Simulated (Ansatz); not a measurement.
A geometry relaxed with Ansatz (a quantum-chemistry and plane-wave program) with r2SCAN-D4/def2-TZVP, charge 0, multiplicity 1:

```xyz
6

H     -0.4595    -1.8168    -0.0683
B     -0.2720     0.5594     0.0408
S     -1.3867    -0.8466     0.0241
H      1.7113    -0.7575    -0.1194
S      1.5202     0.5720    -0.0443
Br    -1.1132     2.2894     0.1671
```

Question: Write the SMILES of this molecule.

Answer: `SB(S)Br`
